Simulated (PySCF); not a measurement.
# How methods differ on the excitation energy of Bi²⁺

Bi²⁺ [Xe] 4f14 5d10 6s2 6p1 (2P) → Bi²⁺ [Xe] 4f14 5d10 6s2 7s1 (2S), as a difference of total energies. Computed with PySCF 2.14 in x2c-TZVPPall with one added diffuse shell each of s, p, d, f type (12s8p7d4f, 99 functions), with the spin-free X2C one-electron Hamiltonian (Gaussian nucleus). Correlated levels: valence: [Xe] 4f14 5d10 frozen. The calculations carry no spin-orbit coupling.

| method | excitation energy (eV) |
| --- | --- |
| UHF | 9.882 |
| MP2 (valence) | 9.836 |
| SCS-MP2 (valence) | 9.859 |
| CCSD (valence) | 9.850 |
| CCSD(T) (valence) | 9.842 |

Question: How much does correlation contribute at CCSD(T) (valence)?

Answer: 9.842 − (9.882) = -0.040 eV, measured against UHF.

A first-order spin-orbit estimate (lowest level to lowest level, LS coupling) adds 1.464 eV.

The promoted electron is Rydberg-like, and one or two diffuse shells describe it only roughly, which tends to raise the upper state.
